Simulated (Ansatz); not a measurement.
Reaction (cleavage of the Si–Si bond): `O[SiH2][SiH2][SeH]` + `N[Si](O)(Cl)Cl` → `O[SiH2]N[Si](O)(Cl)Cl` + `[SiH3][SeH]`

Computed with Ansatz on PBE0-D4/def2-TZVP structures; ΔE is electronic, products minus reactants. CBS: MP2 limit from def2 TZ/QZ plus the TZ coupled-cluster correction, frozen cores. This one scheme is used for every species. Functionals use def2-TZVPP. B3LYP here is the variant with VWN-RPA as its local correlation; programs differ in this. For Se outer-core shells are correlated without core-valence functions, which leaves a few kJ/mol of doubt a bond. Scalar relativity is left out up to krypton. Each species was taken in one conformer, which may not be the lowest.

(1) Is it downhill or uphill in electronic energy at CCSD(T)/CBS, and by how much? (Best estimate.)

(2) What do these levels give: PBE-D4, PBE0-D4, B3LYP-D4, ωB97M-V, r2SCAN, B3LYP, MP2/def2-TZVPP, CCSD/def2-TZVPP, CCSD(T)/def2-TZVPP, MP2/def2-QZVPP, HF/CBS(def2), CCSD/CBS(def2)? (Best estimate.)

Largest T1 diagnostic among the species: 0.011.

Results:

(1) Computed: Downhill: ΔE = -0.82 eV.

(2) Ansatz gave: PBE-D4 -0.59, PBE0-D4 -0.67, B3LYP-D4 -0.80, ωB97M-V -0.85, r2SCAN -0.74, B3LYP -0.77, MP2/def2-TZVPP -0.90, CCSD/def2-TZVPP -0.86, CCSD(T)/def2-TZVPP -0.84, MP2/def2-QZVPP -0.89, HF/CBS(def2) -0.98, CCSD/CBS(def2) -0.83 eV.

In def2-TZVPP, CCSD(T) changes the Hartree–Fock value by +0.12 eV (the triples alone add +0.02 eV) and MP2 by +0.06 eV. From PBE to PBE0 (25 % exact exchange), in def2-TZVPP and without D4, ΔE moves by −0.08 eV.
